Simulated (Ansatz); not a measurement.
Compare A (`F[C@H]1O[C@H]1[SiH3]`) with its isomer B (`C=C(F)[SiH2]O`).

Gas-phase electronic energies from Ansatz, PBE0-D4/def2-TZVP geometries. CBS: MP2 limit from def2 TZ/QZ plus the TZ coupled-cluster correction, frozen cores. DFT in def2-TZVPP. B3LYP here is the variant with VWN-RPA as its local correlation; programs differ in this. Each species was taken in one conformer, which may not be the lowest.

Q: Which isomer does CCSD(T)/CBS put lower? Give the gap. (An estimate is asked.)

A: Computed: B, by 207.3 kJ/mol.

Q: Give E(B) − E(A) in kJ/mol with MP2/def2-TZVPP, B3LYP, B3LYP-D4, ωB97M-V, CCSD(T)/def2-TZVPP, PBE-D4, r2SCAN-D4. (Best estimate.)

A: Ansatz gave: MP2/def2-TZVPP -200.6, B3LYP -205.0, B3LYP-D4 -205.7, ωB97M-V -197.0, CCSD(T)/def2-TZVPP -199.7, PBE-D4 -178.7, r2SCAN-D4 -191.9. None reverses the order clearly.

Largest T1 diagnostic: 0.013.

From PBE to PBE0 (25 % exact exchange), in def2-TZVPP and without D4, E(B) − E(A) moves by −3.6 kJ/mol. In def2-TZVPP, CCSD(T) changes the Hartree–Fock value by +17.2 kJ/mol (the triples alone add +2.2 kJ/mol) and MP2 by +16.3 kJ/mol.
